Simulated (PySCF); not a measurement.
Computed with PySCF with TPSSh-D3(BJ)/def2-TZVP // B3LYP-D3(BJ)/def2-TZVP. Gas-phase values, no solvent. One relaxed conformer stands for a flexible species; it need not be the lowest. 

Reference species (SMILES): `O=C[SiH]=[SiH2]` (O–C–Si–Si torsion 21°) (neutral, multiplicity 1).

The LUMO is -3.15 eV. The HOMO is -5.89 eV. The HOMO–LUMO gap is 2.74 eV.

Changed species: `C1=[SiH][SiH2]O1`.

**Question.** Give the shifts of the LUMO, HOMO and HOMO–LUMO gap.

**Answer.** the LUMO goes up by 0.64 eV, to -2.51 eV; the HOMO increases by 0.17 eV, to -5.72 eV; the HOMO–LUMO gap rises by 0.47 eV, to 3.21 eV.
